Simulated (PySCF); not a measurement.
C4H6ClF, SMILES C=CC[C@H](F)Cl.

Coordinates come from a B3LYP-D3(BJ)/def2-SVP optimisation. The structure was generated by enumeration; whether it is a known compound was not checked. One conformer was computed; it need not be the lowest.

All values below come from SMD-PBE0/def2-SVP (PySCF).

Solvation free energies are E(SMD) − E(gas) at the gas-phase geometry, for 1 M in both phases. In vacuum the dipole moment is 2.01 D.

### Question
Rank water, 2-propanol, toluene by solvation free energy, most negative first.

### Answer
2-propanol (-4.9 kcal/mol), toluene (-4.1 kcal/mol), water (-0.6 kcal/mol)
